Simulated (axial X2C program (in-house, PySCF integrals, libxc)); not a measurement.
Low determinants of TeCl⁺ at the PBE0 level, two-component

Computed with an in-house relativistic program for diatomic molecules. Two-component (2c) means X2C with spin–orbit coupling and atomic mean-field two-electron Coulomb and Gaunt terms. Basis: Te dyall-cv3z [11s12p8d4f1g], Cl dyall-av3z [9s8p3d2f] (cores contracted in-house); Gaussian nuclei, density fitting, unrestricted open shells. Masses: Te 129.906 u, Cl 34.969 u.

Search at 2.237 Å (vertical energies from the lowest determinant):

| ΔE (eV) | state | electrons beyond evenly filled partner blocks | electrons in ±ω = 1/2, 3/2, 5/2, 7/2 |
| --- | --- | --- | --- |
| 0.00 | Ω = 1 | ω = -1/2, ω = 3/2 | 45 19 4 0 |
| 0.28 | Ω = 0 | none | 46 18 4 0 |
| 0.80 | Ω = 2 | ω = 1/2, ω = 3/2 | 45 19 4 0 |
| 1.35 | Ω = 0 | none | 44 20 4 0 |
| 3.64 | Ω = 1 | 2 × ω = 1/2 | 46 18 4 0 |
| 3.65 | Ω = 3 | 2 × ω = 3/2 | 46 18 4 0 |
| 4.34 | Ω = 1 | 2 × ω = 1/2 | 44 20 4 0 |

Lowest determinant, Ω = 1 (⟨Sz⟩ = 0.99, ⟨Lz⟩ = 0.01 at PBE0): Re = 2.231 Å, ωe = 454.3 cm⁻¹.

The determinant in row 2 of the search, Ω = 0 (closed shell), was followed along the bond at PBE0; measured from the minimum of the lowest determinant it gives:

Te = 0.276 eV (2228 cm⁻¹), Re = 2.232 Å, ωe = 455.1 cm⁻¹.

**Question.** Compare the bond of the determinant in row 2 with that of the lowest one.

**Answer.** At PBE0 its Re is 0.001 Å longer and its force constant, which goes as ωe², is 1.00 times that of the lowest determinant. T0 ≈ Te + Δωe/2 = 2228 + (0) = 2228 cm⁻¹.

The search compares states at one distance, so a state with another bond length can lie lower; it is not exhaustive and yields mostly the lowest determinant of each block pattern, so other components and higher states of one pattern are missing. These are energies of single determinants, not of spin-adapted states; PBE0 term energies can be off by some tenths of an eV, and the functional has no current term. Open-shell Ω = 0 determinants with evenly filled partner blocks cannot be reached by this program, so the Ω shown need not be the lowest component. The lowest determinant need not be the ground state where others lie within half an eV. A closed-shell Ω = 0 row of a π² shell mixes the 0⁺ component of the triplet with ¹Σ⁺ and matches no level; 0⁺ can lie lowest.
